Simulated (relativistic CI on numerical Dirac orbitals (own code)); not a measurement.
Method of calculation: Dirac-Coulomb-Breit CI, separate exchange-only KLI orbitals for each configuration, model QED (radiative potential, 1s self-energy scaled to tabulated hydrogen-like ionisation energies), unscaled Slater integrals (own radial code, finite nucleus).

CI space (outside the closed core [Ne]): 3s2 3p6 3d6, 3s2 3p5 3d7, 3s2 3p4 3d8, 3s 3p6 3d7, 3p6 3d8, 3s 3p5 3d8, 3s2 3p6 3d5 4s, 3s2 3p6 3d5 4p, 3s2 3p4 3d7 4s, 3s2 3p6 3d5 4d, 3s2 3p4 3d7 4p, 3s2 3p5 3d6 4s, 3s2 3p6 3d5 4f, 3s2 3p4 3d7 4d, 3s 3p5 3d7 4s, 3s2 3p5 3d6 4p, 3s2 3p5 3d6 4d, 3s2 3p6 3d4 4s2, 3s 3p6 3d6 4s, 3p6 3d7 4s, 3p6 3d7 4p, 3s2 3p6 3d5 5s, 3p6 3d7 4d, 3s 3p6 3d5 4s2. Levels of other configurations are missing.

At this charge energies of transitions that change n are usually good to better than 1 %, and those within a shell (Δn = 0) to a few per cent.

Outline of the computed level scheme of Hg LVII. Lowest level of each configuration: 3s2 3p6 3d6 3F_4 at 0.000 eV; 3s2 3p5 3d7 5G°_6 at 453.111 eV.

Some strong electric-dipole decays among the lowest 45 levels: 3s2 3p5 3d7 3D°_3 → 3s2 3p6 3d6 3F_4 (2.7e+12 s⁻¹); 3s2 3p5 3d7 3F°_4 → 3s2 3p6 3d6 3F_4 (2.1e+12 s⁻¹); 3s2 3p5 3d7 3P°_2 → 3s2 3p6 3d6 3P_2 (1.2e+12 s⁻¹); 3s2 3p5 3d7 1P°_1 → 3s2 3p6 3d6 3P_2 (9.2e+11 s⁻¹); 3s2 3p5 3d7 3D°_3 → 3s2 3p6 3d6 3P_2 (6.9e+11 s⁻¹); 3s2 3p5 3d7 3G°_5 → 3s2 3p6 3d6 3F_4 (3.8e+11 s⁻¹); 3s2 3p5 3d7 1P°_1 → 3s2 3p6 3d6 3P_0 (3.5e+11 s⁻¹); 3s2 3p5 3d7 3D°_3 → 3s2 3p6 3d6 3P_2 (2.1e+11 s⁻¹).

LS names give the leading component of a level, which can be under half, so a name can repeat, a term be missing and a line seem to break the LS rules.
